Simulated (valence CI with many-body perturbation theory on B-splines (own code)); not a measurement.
**E1 line list for P⁷⁺**

Calculated by valence CI with perturbative core correlation (CI+MBPT): six valence electrons over a frozen Dirac-Fock core [He], a basis of 9 s, 9 p, 8 d, 6 f, 3 g, 1 h functions for each j, with the one-electron correlation potential Σ1, the two-electron term Σ2, the three-electron term Σ3, Breit, model QED; selected CI, second order for the rest, scaled by the run's own slope (own B-spline code, finite nucleus).

No measured levels were compared; by estimate levels hold to about 100 cm⁻¹ or 0.05 % of their energy and the worst to 300 or 400 cm⁻¹, as in measured light ions of charge 2 to 7. Among the levels kept, up to 1200 cm⁻¹ of a level comes from second order outside the variational space, and about a tenth of that is noise between levels of different J, which matters for small intervals.

Lines 151 to 183 of 183 in falling wavelength, among levels below 1672100 cm⁻¹, chosen from the strongest by gf and those to the six lowest levels. Wavelengths and rates use the calculated energies, so an error of 800 cm⁻¹ moves a line at 68.16 Å by 0.055 % and its rate by three times that or more. Electric multipoles are in the length gauge, E1 and E2 with the static RPA response of the core. Weak lines are less certain than strong ones. Lines between different terms over intervals too small for the method are left out, as are lines whose strength nearly cancels. The highest levels of a list are the least certain.

```tsv
λ vac (Å)	Upper	Lower	A (s⁻¹)	S (a.u.)
68.16	2s2 2p3 3s 3D°_3	2s2 2p4 1D_2	3.03e+08	3.31e-04
67.61	2s2 2p3 3s 1D°_2	2s2 2p4 1D_2	1.60e+11	1.22e-01
66.33	2s2 2p3 3s 3P°_1	2s2 2p4 1D_2	4.83e+08	2.09e-04
66.29	2s2 2p3 3s 3P°_2	2s2 2p4 1D_2	4.73e+09	3.40e-03
66.16	2s2 2p3 3s 3D°_1	2s2 2p4 3P_0	3.02e+10	1.30e-02
66.07	2s2 2p3 3s 3D°_1	2s2 2p4 3P_1	3.11e+10	1.33e-02
66.07	2s2 2p3 3s 3D°_2	2s2 2p4 3P_1	4.11e+10	2.93e-02
65.82	2s2 2p3 3s 3D°_1	2s2 2p4 3P_2	2.81e+09	1.19e-03
65.82	2s2 2p3 3s 3D°_2	2s2 2p4 3P_2	2.30e+10	1.62e-02
65.81	2s2 2p3 3s 3D°_3	2s2 2p4 3P_2	6.41e+10	6.31e-02
65.77	2s2 2p3 3s 1P°_1	2s2 2p4 1D_2	8.14e+10	3.43e-02
65.54	2s2 2p3 3s 1D°_2	2s2 2p4 3P_1	5.92e+08	4.12e-04
65.29	2s2 2p3 3s 1D°_2	2s2 2p4 3P_2	2.65e+09	1.82e-03
64.44	2s2 2p3 3d 5D°_1	2s2 2p4 1S_0	4.06e+04	1.61e-08
64.42	2s2 2p3 3s 3P°_1	2s2 2p4 3P_0	2.76e+10	1.09e-02
64.35	2s2 2p3 3s 3P°_0	2s2 2p4 3P_1	6.38e+10	8.40e-03
64.34	2s2 2p3 3s 3P°_1	2s2 2p4 3P_1	1.43e+10	5.66e-03
64.30	2s2 2p3 3s 3P°_2	2s2 2p4 3P_1	2.26e+10	1.48e-02
64.10	2s2 2p3 3s 3P°_1	2s2 2p4 3P_2	2.17e+10	8.46e-03
64.07	2s2 2p3 3s 3P°_2	2s2 2p4 3P_2	3.85e+10	2.50e-02
63.90	2s2 2p3 3s 1P°_1	2s2 2p4 3P_0	9.83e+07	3.80e-05
63.81	2s2 2p3 3s 1P°_1	2s2 2p4 3P_1	1.27e+06	4.90e-07
63.58	2s2 2p3 3s 1P°_1	2s2 2p4 3P_2	4.46e+07	1.70e-05
62.09	2s2 2p3 3d 5D°_3	2s2 2p4 1D_2	7.23e+05	5.98e-07
62.09	2s2 2p3 3d 5D°_2	2s2 2p4 1D_2	1.93e+05	1.14e-07
62.09	2s2 2p3 3d 5D°_1	2s2 2p4 1D_2	3.75e+05	1.33e-07
60.41	2s2 2p3 3d 5D°_1	2s2 2p4 3P_0	7.10e+07	2.32e-05
60.34	2s2 2p3 3d 5D°_2	2s2 2p4 3P_1	8.17e+06	4.43e-06
60.34	2s2 2p3 3d 5D°_1	2s2 2p4 3P_1	1.36e+08	4.43e-05
60.34	2s2 2p3 3d 5D°_0	2s2 2p4 3P_1	4.81e+08	5.22e-05
60.13	2s2 2p3 3d 5D°_3	2s2 2p4 3P_2	3.34e+07	2.51e-05
60.13	2s2 2p3 3d 5D°_2	2s2 2p4 3P_2	2.52e+08	1.35e-04
60.13	2s2 2p3 3d 5D°_1	2s2 2p4 3P_2	2.17e+08	6.97e-05
```
